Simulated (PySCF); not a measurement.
C3H8Si.
SMILES: `[SiH]1(CC1)C`

The closed-shell ground state was solved at several levels (PySCF, density fitting, gas phase, non-relativistic). Isolated species at its PBE0-D3(BJ)/def2-SVP geometry, gas phase.

```tsv
level	basis functions	total energy (Eh)	HOMO (eV)	LUMO (eV)	gap (eV)	dipole (D)
KT2/pcSseg-2	263	-413.2877	-5.53	-0.17	5.36	0.77
PBE0/def2-SVP	100	-408.1480	-6.56	1.33	7.89	0.83
B3LYP/def2-TZVP	178	-408.6766	-6.37	0.59	6.96	0.86
LC-wPBE/pcSseg-2	263	-408.4970	-9.23	2.40	11.63	0.93
OPBE/pcSseg-2	263	-408.5717	-5.44	0.00	5.44	0.80
PBE0/6-31G	56	-408.2446	-6.55	1.49	8.04	0.72
PBE0/cc-pVDZ	100	-408.3228	-6.49	1.33	7.82	0.81
PBE0/pcSseg-2	263	-408.3864	-6.58	0.62	7.20	0.85
wB97X-D/def2-SVPD	148	-408.3840	-8.46	2.30	10.76	0.87
```

**Question.** What might B3LYP/pcSseg-2 (263 basis functions) give for the same quantities?

**Answer.** Total energy -408.6882 Eh, HOMO -6.39 eV, LUMO 0.33 eV, gap 6.72 eV, dipole 0.86 D.

**Question.** Over all these levels, which gives the widest orbital gap and which the narrowest?

**Answer.** LC-wPBE/pcSseg-2 (range-separated hybrid) has the widest, 11.63 eV, and KT2/pcSseg-2 (GGA) the narrowest, 5.36 eV. The two share the basis. From the narrowest to the widest the HOMO moves by -3.70 eV and the LUMO by +2.57 eV.

**Question.** How much does the basis alone move the frontier levels among the 4 PBE0 rows?

**Answer.** The HOMO by 0.09 eV and the LUMO by 0.87 eV. By rising basis size (HOMO, LUMO in eV): 6-31G -6.55, 1.49; def2-SVP -6.56, 1.33; cc-pVDZ -6.49, 1.33; pcSseg-2 -6.58, 0.62.

**Question.** In the pcSseg-2 basis, how does the gap go with the fixed share of exact exchange?

**Answer.** KT2 (0 %) 5.36 eV; OPBE (0 %) 5.44 eV; B3LYP (20 %) 6.72 eV; PBE0 (25 %) 7.20 eV. Each rise in the share widens the gap here.

**Question.** How far do the dipole and the HOMO energy spread over the levels?

**Answer.** The dipole runs from 0.72 to 0.93 D (mean 0.83 D) and the HOMO from -9.23 to -5.44 eV.

Note: wB97X-D ran without an empirical dispersion term, which enters the total energy and its gradient alone.
